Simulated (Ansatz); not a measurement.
Species: sum formula HBO2Cl, charge 0, multiplicity 2. It need not be the lowest isomer of its formula. 
Structure (B3LYP-D3(BJ)/def2-TZVP (Ansatz, a first-principles code) minimum search):
SMILES: OB(Cl)[O]
```xyz
5

B      0.1109    -0.4929     0.1111
Cl    -0.2119     1.2279    -0.2560
O      1.3710    -0.6607     0.5449
O     -0.7843    -1.4896    -0.0267
H     -1.6466    -1.2079    -0.3490
```
Charge 0, spin multiplicity 2.

Basis-set convergence of Hartree-Fock and MP2 correlation energies (hartree) with Ansatz. Valence correlation only, unless marked. UHF or UKS for open shells. No spin-orbit coupling. No relativistic terms.

```
basis            functions       E(HF)  E(corr, MP2)
---------------  ---------  ----------  ------------
aug-cc-pV(D+d)Z        110  -634.63113      -0.57376
aug-cc-pV(T+d)Z        216         [?]           [?]
```

**Question.** What belongs in the gaps?

**Answer.** 
- aug-cc-pV(T+d)Z, E(HF): -634.69094
- aug-cc-pV(T+d)Z, E(corr, MP2): -0.71743
